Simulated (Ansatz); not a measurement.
Species: SeCl, charge 1, multiplicity 1. This is an excited singlet: at this geometry the triplet lies 1.04 eV lower at CCSD(T)/CBS(def2-TZVPPD,def2-QZVPPD). 
Coordinates optimised at B3LYP-D3(BJ)/def2-TZVP (Ansatz, a first-principles code):
```
Se
Cl 1 2.0423
```
Charge +1, spin multiplicity 1.

Basis-set convergence of Hartree-Fock and CCSD correlation energies (hartree) with Ansatz. Cores are frozen in the correlated levels unless marked. Spin-orbit coupling is left out. Frozen are the shells of the preceding noble gas and the d and f shells that filled before the atom's block. Non-relativistic.

The Hartree-Fock reference is unstable (checked in the largest basis), which strains HF and MP2. The T1 diagnostic of CCSD in the largest basis is 0.028, which is high, so the coupled-cluster rows are less sure than usual.

| basis | functions | E(HF) | E(corr, CCSD) |
|---|---|---|---|
| def2-SVP | 50 | -2858.49823 | -0.26598 |
| def2-TZVPP | 90 | -2858.96443 | -0.34755 |
| def2-QZVPP | 159 | -2859.02625 | -0.37334 |

Extrapolating the two largest sets (X = 3 and 4) as X^-3: E(corr) = (64·(-0.37334) - 27·(-0.34755))/37 = -0.3922 Eh, an estimate of the basis-set limit. The largest set recovers 95.2 % of it, the smallest 67.8 %.
